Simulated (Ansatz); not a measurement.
`[AlH2][B]([SiH3])O[SiH3]` + `OB(O[SiH3])O[SiH3]` → `[SiH3]OB(O[SiH3])O[SiH3]` + `[AlH2][BH]O[SiH3]`  (cleavage of the Si–B bond)

Isolated molecules relaxed with PBE0-D4/def2-TZVP in Ansatz; ΔE leaves out vibrations. CCSD(T)/CBS adds triple-zeta CCSD(T) − MP2 to the extrapolated MP2 energy (def2 sets, frozen cores). DFT in def2-TZVPP. B3LYP here is the variant with VWN-RPA as its local correlation; programs differ in this. One conformer a species, not always the lowest.

Is it downhill or uphill in electronic energy at CCSD(T)/CBS, and by how much? (An estimate is asked.)

Ansatz gave: Downhill: ΔE = -1.21 eV.

What do these levels give: PBE-D4, r2SCAN-D4, ωB97M-V, B2PLYP, B3LYP, HF/def2-TZVPP, CCSD(T)/def2-TZVPP, HF/def2-QZVPP, SCS-MP2/def2-QZVPP, HF/CBS(def2), MP2/CBS(def2), CCSD/CBS(def2)? (Estimate.)

The calculation gave: PBE-D4 -0.88, r2SCAN-D4 -1.09, ωB97M-V -1.20, B2PLYP -1.31, B3LYP -1.28, HF/def2-TZVPP -1.67, CCSD(T)/def2-TZVPP -1.23, HF/def2-QZVPP -1.69, SCS-MP2/def2-QZVPP -1.38, HF/CBS(def2) -1.69, MP2/CBS(def2) -1.29, CCSD/CBS(def2) -1.28 eV.

Largest T1 diagnostic among the species: 0.014.

In def2-TZVPP, CCSD(T) changes the Hartree–Fock value by +0.44 eV (the triples alone add +0.07 eV) and MP2 by +0.36 eV. The D4 term adds +0.06 eV with B3LYP and +0.03 eV with PBE0; it sums over pairs of atoms, weighted by their polarisabilities, and B3LYP, whose exchange is more repulsive, gets the larger term. From PBE to PBE0 (25 % exact exchange), in def2-TZVPP and without D4, ΔE moves by −0.11 eV.
